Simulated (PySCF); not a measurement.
Compound: [TcNCl4]- (charge -1 and doublet state).
Bonds: Tc1–N2, Tc1–Cl3, Tc1–Cl4, Tc1–Cl5, Tc1–Cl6.

Computed, not measured: PBE0-D3(BJ)/def2-SVP geometry optimisation, gas phase, def2 core potentials past Kr (PySCF 2.14.0).

Task: What internal coordinates does the optimisation give?

Result: 
```json
{"bond": "Tc1–N2", "length (pm)": "158.7"}
{"bond": "Tc1–Cl3 and 3 like bonds", "length (pm)": "234.8"}
```

Bonds in one row agree within 1 pm and their mean is given. A selection of angles:
```json
{"angle": "N2–Tc1–Cl3", "degrees": "103.5"}
{"angle": "Cl3–Tc1–Cl4", "degrees": "86.8"}
{"angle": "Cl3–Tc1–Cl5", "degrees": "152.9"}
```

All 4 Cl–Tc bonds measure 2.348 Å. Tc1 (technetium bonded to 4 Cl and N) is square pyramidal (τ5 = (β − α)/60° = 0.00 from the two widest angles, 152.9° and 152.9° (0 for a square pyramid, 1 for a trigonal bipyramid)).

Point group: C4v (every atom within 0.08 Å of its image). Whether it is a minimum is left open (no frequencies). ⟨S²⟩ = 0.765 (exact for a doublet: 0.75).

Neither the SCF state along the optimisation nor the shape of the open-shell metal species was proved the lowest: other solutions of the same spin, or a structure of lower symmetry, can lie below.
